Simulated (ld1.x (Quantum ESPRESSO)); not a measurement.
**chromium, PAW: configuration errors across variants**

- Element: chromium
- Generator: ld1.x (Quantum ESPRESSO) 7.5
- Type: PAW
- Functional: Wu–Cohen
- Relativity: scalar-relativistic
- Frozen core: [Ar]
- Valence charge: 6
- Reference configuration: 3d5.5 4s0.5 4p0
- Partial waves: 4s (bound): rcut 2.90, rcutus 3.40 bohr; 4s channel at 0.25 Ry: rcut 2.90, rcutus 3.40 bohr; 4p (bound, empty): rcut 3.95, rcutus 4.15 bohr; 4p channel at 0.45 Ry: rcut 3.95, rcutus 4.15 bohr; 3d (bound): rcut 1.90, rcutus 2.50 bohr; 3d channel at 4.35 Ry: rcut 1.90, rcutus 2.50 bohr
- Local potential: all-electron potential smoothed inside 2.10 bohr (lloc = -1)
- Core correction: a·sin(br)/r model core, default radius (ld1.x builds one for every PAW set, though the input has nlcc=.false.)
- Augmentation charge: PSQ, inside the norm-conserving radii

All-electron excitation energies from the reference (eV): (1) 3d5 4s1 4p0 -0.721; (2) 3d5 4s0 4p0 6.120; (3) 3d4 4s0 4p0 22.136; (4) 3d3 4s0 4p0 52.872; (5) 3d4 4s1 4p1 2.842; (6) 3d5 4s0 4p1 2.450; (7) 3d6 4s0 4p0 1.001.

1 further variants failed, have other tests or too few solved ones, and are left out.

Errors AE − PS in meV (a dash: test not solved or not reliable):

```csv
change,(1),(2),(3),(4),(5),(6),(7),bound ghosts
base,-7.8,-17,-236,-1159,-89,-6.7,-6.9,none
"wave 3d channel at 4.35 Ry: rcut 1.90, rcutus 2.50 bohr becomes 3d channel at -0.08 Ry: rcut 1.90, rcutus 2.50 bohr",-9.3,-7.1,-236,-1338,-116,-4.1,-5.9,none
"wave 3d channel at 4.35 Ry: rcut 1.90, rcutus 2.50 bohr becomes 3d channel at 0.21 Ry: rcut 1.90, rcutus 2.50 bohr",-9.3,-5.3,-233,-1392,-115,-4.1,-6.6,none
"wave 3d channel at 4.35 Ry: rcut 1.90, rcutus 2.50 bohr becomes 3d channel at 0.45 Ry: rcut 1.90, rcutus 2.50 bohr",-9.9,-3.5,-226,-1379,-137,-4.4,-6.6,none
"wave 3d channel at 4.35 Ry: rcut 1.90, rcutus 2.50 bohr becomes 3d channel at 1.61 Ry: rcut 1.90, rcutus 2.50 bohr",-6.9,-5.2,-153,-1227,-86,-3.9,-5.3,none
"wave 3d channel at 4.35 Ry: rcut 1.90, rcutus 2.50 bohr becomes 3d channel at 5.92 Ry: rcut 1.90, rcutus 2.50 bohr",–,–,–,–,–,–,–,none
```

Give the same row for: wave 3d channel at 4.35 Ry: rcut 1.90, rcutus 2.50 bohr becomes 3d channel at 3.27 Ry: rcut 1.90, rcutus 2.50 bohr.

-4.8, -4.6, -135, -1021, -58, -0.3, -4.5; bound ghosts: none.
